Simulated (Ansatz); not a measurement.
Consider the substitution at a C–B bond: `C[B](C)[ZnH]` + `[SH][Cd][Cl]` → `C[S][Cd][Cl]` + `C[BH][ZnH]`.

Computed with Ansatz on PBE0-D4/def2-TZVP structures; ΔE is electronic, products minus reactants. CBS: MP2 limit from def2 TZ/QZ plus the TZ coupled-cluster correction, frozen cores. Functionals use def2-TZVPP. B3LYP here is the variant with VWN-RPA as its local correlation; programs differ in this. HSE06 is defined as in plane-wave codes. def2 core potentials past Kr. For Cd, Zn outer-core shells are correlated without core-valence functions, which leaves a few kJ/mol of doubt a bond. Scalar relativity is left out up to krypton. One conformer a species, not always the lowest.

`C[B](C)[ZnH]`:

```xyz
11

C     0.895   -0.119    1.189
B    -0.174   -0.014    0.049
C     0.149    0.850   -1.217
Zn   -1.937   -1.154    0.136
H     0.494   -0.284    2.192
H     1.466   -1.035    0.960
H     1.619    0.702    1.216
H     0.537    0.136   -1.963
H     0.926    1.607   -1.070
H    -0.719    1.309   -1.697
H    -3.257   -1.998    0.205
```

`[SH][Cd][Cl]`:

```xyz
4

S     1.660   -0.401    0.353
Cd   -0.387    0.513   -0.259
Cl   -2.378    1.437   -0.869
H     1.105   -1.550    0.775
```

`C[S][Cd][Cl]`:

```xyz
7

C     0.720    0.765    0.718
S    -0.354    1.102   -0.714
Cd   -1.185   -1.002   -1.245
Cl   -2.020   -3.055   -1.794
H     1.541    0.096    0.464
H     1.138    1.729    1.008
H     0.160    0.365    1.563
```

`C[BH][ZnH]`:

```xyz
8

C    -0.329    0.345   -1.098
B     0.546   -0.300    0.016
Zn    0.167   -0.212    2.067
H    -1.012    1.142   -0.802
H     0.220    0.637   -1.998
H    -0.964   -0.504   -1.415
H     1.478   -0.958   -0.374
H    -0.107   -0.149    3.604
```

| level | ΔE (kcal/mol) | difference from CCSD(T)/CBS |
| --- | --- | --- |
| BLYP-D4 | 16.3 | -1.0 |
| PBE0-D4 | 17.5 | 0.2 |
| r2SCAN0-D4 | 18.0 | 0.7 |
| CAM-B3LYP-D4 | 17.5 | 0.2 |
| revPBE | 16.4 | -0.9 |
| B3LYP | 16.7 | -0.6 |
| HSE06 | 17.4 | 0.1 |
| RPA@PBE/def2-TZVPP | 16.3 | -1.0 |
| HF/def2-TZVPP | 16.0 | -1.3 |
| SCS-MP2/def2-QZVPP | 16.4 | -0.9 |
| CCSD(T)/CBS | 17.3 | 0 |

Largest T1 diagnostic among the species: 0.014.

In def2-TZVPP, CCSD(T) changes the Hartree–Fock value by +1.5 kcal/mol (the triples alone add −0.0 kcal/mol) and MP2 by +1.4 kcal/mol. At CCSD(T), def2-SVP lies +1.1 kcal/mol from the extrapolated value and def2-TZVPP +0.1 kcal/mol.
